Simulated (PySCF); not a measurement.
Compound: C₄HClF₂.
Geometry (PBE0-D3(BJ)/def2-SVP, Å), atoms numbered from 1 in this order:
```
atom  x, y, z in Å
C1    -2.168    0.301    0.256
C2    -1.021   -0.089    0.291
C3     0.317   -0.550    0.330
F4     0.519   -1.858    0.190
C5     1.378    0.261    0.500
F6     1.227    1.558    0.642
Cl7    2.985   -0.287    0.547
H8    -3.186    0.645    0.226
```

The calculation used MP2 and CCSD/aug-cc-pVDZ in PySCF, restricted Hartree–Fock reference, 11 core orbitals frozen, non-relativistic, gas phase, PBE0-D3(BJ)/def2-SVP geometry.

E(HF) = -810.35296 Eh.

Question: How large is the problem?

Answer: 174 basis functions and 60 electrons; 11 orbitals frozen, which leaves o = 19 correlated occupied and v = 144 virtual orbitals. That is o·v = 2736 singles and o·v(o·v + 1)/2 = 3744216 distinct closed-shell doubles amplitudes before symmetry; the costliest CCSD step grows as o²v⁴ = 1.6 × 10^11.

Question: What are the MP2 and CCSD correlation energies?

Answer: MP2 -1.0682 Eh and CCSD -1.0948 Eh, which gives totals of -811.42112 and -811.44774 Eh. That is 0.784 eV for each correlated electron at CCSD (2874 kJ/mol in all, 0.135 % of the total energy); MP2 gives 97.6 % of the CCSD value.

Question: What is the T1 diagnostic?

Answer: 0.0134, below the customary warning level of 0.02. It is the norm of the spatial-orbital singles amplitudes over the root of the number of correlated electrons, so the norm is 0.083.

Question: How does correlation change the dipole moment?

Answer: HF gives 1.28 D and CCSD (unrelaxed density) 1.17 D, a change of -0.11 D.

No triples correction and no basis-set extrapolation were made.

The job also held the EOM ionisation roots. On Arm Neoverse V2, one thread, no GPU, on a shared host, this took 11 min and 3.1 GiB of memory at its peak.
